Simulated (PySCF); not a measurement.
Si(Cl)2(I)(OH) (Cl₂HIOSi), SMILES Cl[Si](I)(O)Cl. Atoms are numbered in the order given.

```xyz
6

O     -1.0668     1.9466     0.0000
Si    -0.8591     0.3169     0.0000
Cl    -1.7355    -0.5320     1.6616
Cl    -1.7355    -0.5320    -1.6616
I      1.5386    -0.0793     0.0000
H     -1.9736     2.2821     0.0000
```

Geometry optimised at B3LYP-D3(BJ)/def2-SVP. The structure was generated by enumeration, and PubChem lists no compound with its InChIKey, so it may never have been made. The def2 effective core potentials stand for the cores of I; spin–orbit coupling is left out. One conformer was computed; it need not be the lowest.

These are PBE/def2-TZVP (PySCF) values and carry that method's errors.

The molecule is in vacuum.

```yaml
total_energy: -1583.08690 hartree
point_group: Cs
highest_occupied_level: -6.90 eV
lowest_empty_level: -2.13 eV
orbital_gap: 4.77 eV
dipole_moment: 1.22 D
quadrupole, principal values (traceless, Buckingham form, about the centre of nuclear charge): -6.06, -4.90, 10.96 D·Å
mean_static_polarisability: 83.0 bohr³ (12.30 Å³)
polarisability_principal_values: 68.2, 79.7, 101.1 bohr³
```
